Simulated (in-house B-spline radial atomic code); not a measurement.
Mg²⁺. Computed with a B-spline radial atomic code. Model: non-relativistic spherical atom: semilocal Troullier-Martins pseudo-atom, one channel per l, against all electrons, high spin, G0W0 and RPA with empty states to l = 8, local potential for every l without a channel, a model core (radius 0 = none) keeps its share of the functional.

What the tables leave out is listed at the end.

The pseudopotential gives back the lowest level of each angular momentum of its own functional in the configuration it was made in; a second state of the same l is only approximately right. Exact exchange, RPA and GW see the smooth pseudo-orbitals and miss the exchange with the core, for which the functional's share stands in. The column with an uncorrelated core keeps all orbitals and exact exchange, and so separates missing core correlation from pseudisation. Only the three outermost levels and the lowest empty one were computed. RPA here is direct RPA, with no exchange kernel, and its energies carry an (l + 1/2)⁻⁴ tail. A hybrid on a potential with a model core restores only its own semilocal share of the core's exchange.

Command:
```bash
python run_psgw.py task.json out
```
Settings (lengths in bohr, energies in hartree):
```
Z                      12
electrons              10
configuration          [He] 2s2 2p6
generated_in           [He] 2s2 2p6
functional             pbe,pbe
core_shells            1
radius_factor          1.3
core_correction        True
```

Time taken, with all properties: 12 s on 1 thread of Arm Neoverse N1, with other jobs on the host.

Given: made with PBE; model core radius 0.201 bohr; local radius 0.745 bohr; mean-field start PBE.

Valence shells of the generating configuration: 2s, 2p.

Channel: s 0.712, p 0.929 (radii in bohr).

Computed: largest level miss in the spin-unpolarised generating configuration 0 eV; valence RPA correlation energy pseudo -0.45155 hartree; all-electron RPA polarisability, core included 0.48562 bohr³; pseudo-atom RPA polarisability 0.4791 bohr³.

| level | occupied | mean-field all-electron (eV) | mean-field pseudo minus all (eV) | G0W0 all-electron (eV) | G0W0 uncorrelated core minus all (eV) | G0W0 pseudo minus all (eV) | exchange self-energy all-electron (eV) | exchange self-energy pseudo (eV) |
| --- | --- | --- | --- | --- | --- | --- | --- | --- |
| 2p | 1 | -66.718 | 0 | -79.734 | 0.067 | 0.375 | -52.809 | -50.809 |
| 3s (empty) | 0 | -18.269 | -0.056 | -14.744 | 0.003 | -0.089 | -2.1301 | -1.9229 |

(1) What is the valence RPA correlation energy all-electron orbitals?

Given: mean-field start PBE0.

Computed: valence RPA correlation energy all-electron orbitals -0.46798 hartree; all-electron RPA polarisability, core included 0.44714 bohr³; pseudo-atom RPA polarisability 0.4434 bohr³.

```json
{"level": "2p", "occupied": "1", "mean-field all-electron (eV)": "-70.784", "mean-field pseudo minus all (eV)": "0.096", "G0W0 all-electron (eV)": "-80.039", "G0W0 uncorrelated core minus all (eV)": "0.066", "G0W0 pseudo minus all (eV)": "0.389", "exchange self-energy all-electron (eV)": "-52.872", "exchange self-energy pseudo (eV)": "-50.826"}
{"level": "2s", "occupied": "1", "mean-field all-electron (eV)": "-105.53", "mean-field pseudo minus all (eV)": "-0.205", "G0W0 all-electron (eV)": "-116.57", "G0W0 uncorrelated core minus all (eV)": "0.02", "G0W0 pseudo minus all (eV)": "-0.79", "exchange self-energy all-electron (eV)": "-61.125", "exchange self-energy pseudo (eV)": "-59.095"}
{"level": "3s (empty)", "occupied": "0", "mean-field all-electron (eV)": "-17.285", "mean-field pseudo minus all (eV)": "-0.049", "G0W0 all-electron (eV)": "-14.861", "G0W0 uncorrelated core minus all (eV)": "0.003", "G0W0 pseudo minus all (eV)": "-0.067", "exchange self-energy all-electron (eV)": "-1.8854", "exchange self-energy pseudo (eV)": "-1.6982"}
```

(2) What is the valence RPA correlation energy pseudo?

Results:

(1) -0.4858 hartree.

(2) -0.43547 hartree.

Among the listed levels the largest G0W0 shift of the pseudo-atom is -0.79 eV, for 2s on the PBE0 start, while leaving the core uncorrelated moves that level by +0.02 eV. So pseudisation and the lost core exchange, not the missing core correlation, make the error. Not in the tables (levels of low weight, unsolved or above zero; the highest and the empty levels are kept at any weight): on PBE the G0W0 levels 2s (pseudo minus all -0.15 eV, weights 0.31 and 0.42); no Hartree-Fock pseudo-atom is run with a model core.
